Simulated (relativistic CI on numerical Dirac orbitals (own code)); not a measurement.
**Hg³⁺: O2,3 absorption edge**

Computed with this model: Dirac-Coulomb-Breit CI, KLI orbitals optimised for each configuration, model QED, valence Slater integrals scaled by 0.9, multiplet model of core-to-valence dipole absorption; configurations [Xe] 4f14 5d9 → [Kr] 4d10 4f14 5s2 5p5 5d10; 300 K; Lorentzian 1.5 eV and Gaussian 0.3 eV FWHM. Energies are those of the free ion, without screening or charge transfer. The branching ratio is the share of the lower-energy edge in the whole absorption, uncertain by about 0.02 where the edges overlap. S is read from ⟨S²⟩ = S(S + 1).

Field parameters in Wybourne normalisation: D3d B²₀ = −7Dσ, B⁴₀ = −14Dq − 21Dτ, B⁴₃ = −14√(10/7) Dq; Td as Oh with Dq negative (B⁴₀ = 21Dq, B⁴₄ = √(5/14) B⁴₀). The field is a parameter set, without covalency.

Computed curve for D3d, 10Dq = 12600, Dσ = 1020, Dτ = -260 cm⁻¹, scaled to 100 at the maximum (points under 2 are left out and the grid is thinned):

| Energy (eV) | Intensity |
| --- | --- |
| 56.00 | 2.1 |
| 56.25 | 2.3 |
| 56.50 | 2.6 |
| 56.75 | 2.9 |
| 57.00 | 3.2 |
| 57.25 | 3.6 |
| 57.50 | 4.1 |
| 57.75 | 4.7 |
| 58.00 | 5.5 |
| 58.25 | 6.4 |
| 58.50 | 7.5 |
| 58.75 | 9.0 |
| 59.00 | 11.0 |
| 59.25 | 13.7 |
| 59.50 | 17.3 |
| 59.75 | 22.5 |
| 60.00 | 30.1 |
| 60.25 | 41.2 |
| 60.50 | 57.2 |
| 60.75 | 77.5 |
| 61.00 | 95.6 |
| 61.25 | 100.0 |
| 61.50 | 86.9 |
| 61.75 | 66.3 |
| 62.00 | 48.0 |
| 62.25 | 34.8 |
| 62.50 | 25.7 |
| 62.75 | 19.5 |
| 63.00 | 15.2 |
| 63.25 | 12.2 |
| 63.50 | 9.9 |
| 63.75 | 8.2 |
| 64.00 | 6.9 |
| 64.25 | 5.9 |
| 64.50 | 5.1 |
| 64.75 | 4.4 |
| 65.00 | 3.9 |
| 65.25 | 3.4 |
| 65.50 | 3.1 |
| 65.75 | 2.7 |
| 66.00 | 2.5 |
| 66.25 | 2.2 |
| 66.50 | 2.0 |
| 78.50 | 2.3 |
| 78.75 | 3.1 |
| 79.00 | 4.0 |
| 79.25 | 4.7 |
| 79.50 | 4.7 |
| 79.75 | 3.9 |
| 80.00 | 2.9 |
| 80.25 | 2.2 |

The ground state has S = 0.50, and the centroid lies at 61.98 eV.
